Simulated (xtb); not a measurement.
xtb input (GFN2-xTB):

```bash
xtb mol.xyz --gfn 2 --sp --chrg 0 --uhf 0
```
mol.xyz:
```
5

F      1.32420062     0.61037118    -0.87704787
Ge     0.00000000     0.00000000     0.00000000
F      0.55760369    -1.08053723     1.19029015
F     -1.05346639    -0.81604079    -1.05809225
F     -0.82833792     1.28620684     0.74484997
```

Output:

```
           -------------------------------------------------
          |                Calculation Setup                |
           -------------------------------------------------

           -------------------------------------------------
          |                 G F N 2 - x T B                 |
           -------------------------------------------------

        Reference                      10.1021/acs.jctc.8b01176
      * Hamiltonian:
        H0-scaling (s, p, d)           1.850000    2.230000    2.230000
        zeta-weighting                 0.500000
      * Dispersion:
        s8                             2.700000
        a1                             0.520000
        a2                             5.000000
        s9                             5.000000
      * Repulsion:
        kExp                           1.500000    1.000000
        rExp                           1.000000
      * Coulomb:
        alpha                          2.000000
        third order                    shell-resolved
        anisotropic                    true
        a3                             3.000000
        a5                             4.000000
        cn-shift                       1.200000
        cn-exp                         4.000000
        max-rad                        5.000000

          ...................................................
          :                      SETUP                      :
          :.................................................:
          :  # basis functions                  26          :
          :  # atomic orbitals                  25          :
          :  # shells                           11          :
          :  # electrons                        32          :
          :  max. iterations                   250          :
          :  Hamiltonian                  GFN2-xTB          :
          :  restarted?                      false          :
          :  GBSA solvation                  false          :
          :  PC potential                    false          :
          :  electronic temp.          300.0000000     K    :
          :  accuracy                    1.0000000          :
          :  -> integral cutoff          0.2500000E+02      :
          :  -> integral neglect         0.1000000E-07      :
          :  -> SCF convergence          0.1000000E-05 Eh   :
          :  -> wf. convergence          0.1000000E-03 e    :
          :  Broyden damping             0.4000000          :
          :  net charge                          0          :
          :  unpaired electrons                  0          :
          ...................................................

 iter      E             dE          RMSdq      gap      omega  full diag
   1    -20.2280768 -0.202281E+02  0.907E+00    6.67       0.0  T
   2    -20.1753072  0.527695E-01  0.925E+00   11.42       1.0  T
   3    -21.0072023 -0.831895E+00  0.352E+00    8.13       1.0  T
   4    -21.0104597 -0.325741E-02  0.734E-01    7.79       1.0  T
   5    -21.0127035 -0.224375E-02  0.214E-01    7.91       1.0  T
   6    -21.0129392 -0.235703E-03  0.574E-02    7.86       1.0  T
   7    -21.0129890 -0.497569E-04  0.417E-03    7.87      10.7  T
   8    -21.0129891 -0.115116E-06  0.147E-03    7.87      30.4  T
   9    -21.0129891 -0.862080E-08  0.884E-05    7.87     505.9  T
  10    -21.0129891 -0.631637E-10  0.444E-05    7.87    1007.8  T

   *** convergence criteria satisfied after 10 iterations ***

         #    Occupation            Energy/Eh            Energy/eV
      -------------------------------------------------------------
         1        2.0000           -0.9047109             -24.6184
       ...           ...                  ...                  ...
        10        2.0000           -0.5803909             -15.7932
        11        2.0000           -0.5679940             -15.4559
        12        2.0000           -0.5679940             -15.4559
        13        2.0000           -0.5679940             -15.4559
        14        2.0000           -0.5667154             -15.4211
        15        2.0000           -0.5667154             -15.4211
        16        2.0000           -0.5667154             -15.4211 (HOMO)
        17                         -0.2774171              -7.5489 (LUMO)
        18                         -0.1232687              -3.3543
        19                         -0.1232687              -3.3543
        20                         -0.1232687              -3.3543
        21                          0.0214990               0.5850
       ...                                ...                  ...
        25                          0.7269308              19.7808
      -------------------------------------------------------------
                  HL-Gap            0.2892984 Eh            7.8722 eV
             Fermi-level           -0.4220662 Eh          -11.4850 eV

 SCC (total)                   0 d,  0 h,  0 min,  0.007 sec
 SCC setup                      ...        0 min,  0.000 sec (  1.219%)
 Dispersion                     ...        0 min,  0.000 sec (  0.289%)
 classical contributions        ...        0 min,  0.000 sec (  0.142%)
 integral evaluation            ...        0 min,  0.001 sec (  7.475%)
 iterations                     ...        0 min,  0.005 sec ( 78.500%)
 molecular gradient             ...        0 min,  0.001 sec ( 11.431%)
 printout                       ...        0 min,  0.000 sec (  0.848%)

         :::::::::::::::::::::::::::::::::::::::::::::::::::::
         ::                     SUMMARY                     ::
         :::::::::::::::::::::::::::::::::::::::::::::::::::::
         :: total energy             -20.994896818199 Eh    ::
         :: gradient norm              0.015979880371 Eh/a0 ::
         :: HOMO-LUMO gap              7.872209653115 eV    ::
         ::.................................................::
         :: SCC energy               -21.012988755660 Eh    ::
         :: -> isotropic ES            0.010654854845 Eh    ::
         :: -> anisotropic ES         -0.000263569312 Eh    ::
         :: -> anisotropic XC         -0.006666738457 Eh    ::
         :: -> dispersion             -0.002153046100 Eh    ::
         :: repulsion energy           0.018091937461 Eh    ::
         :: add. restraining           0.000000000000 Eh    ::
         :: total charge              -0.000000000000 e     ::
         :::::::::::::::::::::::::::::::::::::::::::::::::::::

           -------------------------------------------------
          |                Property Printout                |
           -------------------------------------------------

    * Orbital Energies and Occupations

         #    Occupation            Energy/Eh            Energy/eV
      -------------------------------------------------------------
         1        2.0000           -0.9047109             -24.6184
       ...           ...                  ...                  ...
         4        2.0000           -0.8790062             -23.9190
         5        2.0000           -0.6822631             -18.5653
         6        2.0000           -0.6004177             -16.3382
         7        2.0000           -0.6004177             -16.3382
         8        2.0000           -0.6004177             -16.3382
         9        2.0000           -0.5803909             -15.7932
        10        2.0000           -0.5803909             -15.7932
        11        2.0000           -0.5679940             -15.4559
        12        2.0000           -0.5679940             -15.4559
        13        2.0000           -0.5679940             -15.4559
        14        2.0000           -0.5667154             -15.4211
        15        2.0000           -0.5667154             -15.4211
Note: The following floating-point exceptions are signalling: IEEE_DENORMAL
normal termination of xtb
        16        2.0000           -0.5667154             -15.4211 (HOMO)
        17                         -0.2774171              -7.5489 (LUMO)
        18                         -0.1232687              -3.3543
        19                         -0.1232687              -3.3543
        20                         -0.1232687              -3.3543
        21                          0.0214990               0.5850
        22                          0.0214990               0.5850
        23                          0.7269308              19.7808
        24                          0.7269308              19.7808
        25                          0.7269308              19.7808
      -------------------------------------------------------------
                  HL-Gap            0.2892984 Eh            7.8722 eV
             Fermi-level           -0.4220662 Eh          -11.4850 eV

     #   Z          covCN         q      C6AA      α(0)
     1   9 F        0.717    -0.142    10.664     3.856
     2  32 Ge       2.868     0.569   205.945    27.938
     3   9 F        0.717    -0.142    10.664     3.856
     4   9 F        0.717    -0.142    10.664     3.856
     5   9 F        0.717    -0.142    10.664     3.856

 Mol. C6AA /au·bohr⁶  :        713.230551
 Mol. C8AA /au·bohr⁸  :      35252.638743
 Mol. α(0) /au        :         43.362765

Wiberg/Mayer (AO) data.
largest (>0.10) Wiberg bond orders for each atom

 ---------------------------------------------------------------------------
     #   Z sym  total        # sym  WBO       # sym  WBO       # sym  WBO
 ---------------------------------------------------------------------------
     1   9 F    1.377 --     2 Ge   1.141
     2  32 Ge   4.564 --     4 F    1.141     3 F    1.141     5 F    1.141
                             1 F    1.141
     3   9 F    1.377 --     2 Ge   1.141
     4   9 F    1.377 --     2 Ge   1.141
     5   9 F    1.377 --     2 Ge   1.141
 ---------------------------------------------------------------------------

Topologies differ in total number of bonds
Writing topology from bond orders to xtbtopo.mol

molecular dipole:
                 x           y           z       tot (Debye)
 q only:       -0.000      -0.000      -0.000
   full:       -0.000      -0.000      -0.000       0.000
molecular quadrupole (traceless):
                xx          xy          yy          xz          yz          zz
 q only:       -0.000       0.000       0.000       0.000       0.000       0.000
  q+dip:       -0.000       0.000       0.000       0.000       0.000       0.000
   full:       -0.000       0.000       0.000       0.000       0.000       0.000

           -------------------------------------------------
          | TOTAL ENERGY              -20.994896818199 Eh   |
          | GRADIENT NORM               0.015979880371 Eh/α |
          | HOMO-LUMO GAP               7.872209653115 eV   |
           -------------------------------------------------

------------------------------------------------------------------------
------------------------------------------------------------------------
 total:
 SCF:
```
